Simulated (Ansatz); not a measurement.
System: CH₇ClNSi₂, net charge 0, doublet state. It need not be the lowest isomer of its formula. SMILES: [CH2][Si@H](Cl)N[SiH3]
Coordinates optimised at B3LYP-D3(BJ)/def2-TZVP (Ansatz, a program for electronic structure):
```
N
H 1 1.0119
Si 1 1.7147 2 114.44
Si 1 1.7367 2 115.84 3 167.67
H 3 1.4775 1 107.37 2 -24.20
H 4 1.4782 1 106.99 2 -178.80
H 4 1.4824 6 109.49 1 -121.82
H 4 1.4825 6 109.82 7 -118.16
C 3 1.8309 5 113.94 1 123.18
H 9 1.0830 3 122.52 5 92.88
H 9 1.0843 10 115.42 3 178.02
Cl 3 2.0848 5 105.36 1 -120.31
```
Charge 0, spin multiplicity 2.

Wanted: atomisation energy (electronic, to ground-state atoms), in kJ/mol. Correlated levels leave the core frozen unless marked. UHF or UKS for open shells. No spin-orbit coupling. Non-relativistic. The coupled-cluster limit lacks core correlation, which all-electron functionals hold. CBS marks a two-point X^-3 extrapolation of the correlation energy; Hartree-Fock from the larger set.

```
level     program  atomisation energy (kJ/mol)
--------  -------  ---------------------------
HF/6-31G   Ansatz                       2507.7
```

Question: Predict the CCSD(T)/CBS(cc-pV(T+d)Z,cc-pV(Q+d)Z) result (Ansatz).

Answer: 4024.3 kJ/mol, so HF/6-31G differs from it by -1516.6 kJ/mol.
